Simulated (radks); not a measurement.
Species: Yb5+. Configuration: [Kr] 4d10 4f12 5s2 5p5 (the NIST ground configuration).

All-electron calculation, scalar-relativistic Kohn-Sham, LDA (Slater exchange, VWN5 correlation), spin-polarised, spherical densities, finite nucleus; open shells are filled with parallel spins first (spin-orbit coupling, left out, can overturn this in heavy ions); Fermi nuclear charge, rms radius 5.3108 fm. Program: a radial shooting solver on a logarithmic mesh with Libxc functionals.

Energy parts (hartree):
| part | energy |
|---|---|
| total | -14043.1774 |
| kinetic | 15296.8307 |
| electron-nucleus | -34399.2686 |
| Hartree | 5340.8166 |
| exchange-correlation | -281.5561 |

Orbitals (lengths in bohr, moments of r in powers of bohr; r(max) is where P^2 peaks):
| orbital | occ. | eigenvalue (hartree) | <1/r> | r(max) |
|---|---|---|---|---|
| 1s up | 1 | -2250.796 | 80.55 | 0.01238 |
| 1s down | 1 | -2250.792 | 80.55 | 0.01238 |
| 2s up | 1 | -383.6858 | 18.78 | 0.07064 |
| 2s down | 1 | -383.6818 | 18.78 | 0.07064 |
| 2p up | 3 | -338.6884 | 17.25 | 0.05757 |
| 2p down | 3 | -338.6841 | 17.25 | 0.05757 |
| 3s up | 1 | -88.63883 | 6.936 | 0.1996 |
| 3s down | 1 | -88.59885 | 6.938 | 0.1996 |
| 3p up | 3 | -75.06933 | 6.460 | 0.1967 |
| 3p down | 3 | -75.02920 | 6.462 | 0.1967 |
| 3d up | 5 | -58.48787 | 6.120 | 0.1602 |
| 3d down | 5 | -58.45608 | 6.122 | 0.1602 |
| 4s up | 1 | -19.64982 | 2.942 | 0.4550 |
| 4s down | 1 | -19.57341 | 2.941 | 0.4550 |
| 4p up | 3 | -15.18111 | 2.687 | 0.4759 |
| 4p down | 3 | -15.10587 | 2.686 | 0.4759 |
| 4d up | 5 | -9.29047 | 2.381 | 0.4899 |
| 4d down | 5 | -9.21595 | 2.381 | 0.4900 |
| 4f up | 7 | -2.79565 | 1.859 | 0.4753 |
| 4f down | 5 | -2.72127 | 1.855 | 0.4757 |
| 5s up | 1 | -4.46007 | 1.161 | 1.044 |
| 5s down | 1 | -4.39721 | 1.158 | 1.045 |
| 5p up | 3 | -3.32923 | 0.9994 | 1.174 |
| 5p down | 2 | -3.27298 | 0.9942 | 1.177 |

The highest occupied level is 4f down at -74.050 eV. For comparison, the ionisation energy in NIST's Atomic Spectra Database is 99 eV (theoretical). In exact Kohn-Sham theory the highest level is minus the ionisation energy, but local and semilocal functionals leave it too shallow, through self-interaction and a potential that decays too fast; potentials with the right tail come closer. The electron density at the nucleus is 1.081e+06 e/bohr^3 (large components only). Spin moment in Bohr magnetons: 3.
